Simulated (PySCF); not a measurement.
**Computed properties of (1R)-1-chloro-1-fluoro-2-methylpropane (C4H8ClF), SMILES CC(C)[C@@H](Cl)F**

(1R)-1-chloro-1-fluoro-2-methylpropane (C₄H₈ClF), SMILES F[C@H](Cl)C(C)C. Geometry optimised at PBE0-D3(BJ)/def2-SVP. One conformer was computed; it need not be the lowest. All values are computed for the isolated molecule unless a solvent is named; none is compared with measurement here.

**Structure.** All 36 harmonic modes at PBE0-D3(BJ)/def2-SVP (PySCF) are real, so it is a minimum. With heavy atoms numbered as in [CH3:1][CH:2]([CH3:3])[C@H:4]([F:5])[Cl:6], the shortest bond between them is C4–F5 at 1.354 Å and the longest C4–Cl6 at 1.793 Å.

**Vibrations.** The strongest infrared lines (harmonic, unscaled, degenerate partners summed) lie at 1145 cm⁻¹ (119 km/mol, C 56 %, F 28 %, H 16 %), 753 cm⁻¹ (52 km/mol, C 71 %, H 18 %, Cl 8 %), 854 cm⁻¹ (37 km/mol, C 63 %, H 35 %). The softest mode is at 100 cm⁻¹ and the zero-point energy is 72.8 kcal/mol.

**Electronic structure.** PBE0/def2-TZVP (PySCF) places the frontier levels at -8.58 and 0.86 eV, a gap of 9.44 eV, and gives a dipole moment of 2.20 D and a mean polarisability of 61.6 bohr³. PBE/def2-TZVP (PySCF) at the same geometry gives -7.13 and -0.28 eV, so its gap is 2.59 eV narrower. An orbital gap is neither the optical nor the fundamental gap.

**Excitations.** TDDFT-ωB97X/def2-SVPD (PySCF) has S1 at 7.69 eV (161 nm, f = 0.002, dark); the most intense of the 10 singlets computed lies at 9.94 eV (f = 0.12). T1 (TDA) is at 7.01 eV. TDDFT-PBE/def2-SVPD (PySCF) puts S1 at 7.00 eV. No vertical singlet excitation falls in the visible range (under 3.1 eV).

**NMR.** GIAO shifts at B3LYP/pcSseg-1 (PySCF) (non-relativistic, atoms alike by connectivity averaged): ¹³C from 19.1 to 119.1 ppm against TMS; ¹H from 1.3 to 6.3 ppm against TMS; ¹⁹F at -155.1 ppm against CFCl3. Without spin–orbit terms, shifts of atoms bonded to Cl or Br come out too high.

**Solvation.** SMD-ωB97X/def2-SVP (PySCF) gives -0.2 kcal/mol in water, -4.1 kcal/mol in 1-octanol, -4.8 kcal/mol in 2-propanol (1 M in both phases, gas-phase geometry); of these solvents 2-propanol holds the molecule best.
